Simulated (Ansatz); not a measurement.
`[CH3][InH][Br]` + `[AlH2][SH]` → `C[S][AlH2]` + `[Br][InH2]`  (substitution at a C–In bond)

Computed with Ansatz on PBE0-D4/def2-TZVP structures; ΔE is electronic, products minus reactants. CBS: MP2 limit from def2 TZ/QZ plus the TZ coupled-cluster correction, frozen cores. This one scheme is used for every species. DFT in def2-TZVPP. def2 core potentials past Kr. For Br, In outer-core shells are correlated without core-valence functions, which leaves a few kJ/mol of doubt a bond. Scalar relativity is left out up to krypton.

CCSD(T)/CBS gives +13.1 kcal/mol.

Q: Another level gave +10.9 kcal/mol. Which?
A. PBE-D4/def2-TZVPP
B. MP2/def2-TZVPP
C. CCSD/def2-TZVPP
D. B97M-V/def2-TZVPP

A: A. PBE-D4 10.9, CCSD/def2-TZVPP 13.1, B97M-V 9.7, MP2/def2-TZVPP 14.3 kcal/mol.

Largest T1 diagnostic among the species: 0.012.

In def2-TZVPP, CCSD(T) changes the Hartree–Fock value by +2.4 kcal/mol (the triples alone add +0.0 kcal/mol) and MP2 by +3.6 kcal/mol. Leaving LDA and LC-ωPBE aside and taking each functional with its dispersion term where it has one, the values, not all of them listed here, spread over 2.8 kcal/mol, from B97M-V to B2PLYP. LDA lies −0.7 kcal/mol from PBE without D4. At CCSD(T), def2-SVP lies −1.6 kcal/mol from the extrapolated value and def2-TZVPP +0.1 kcal/mol.
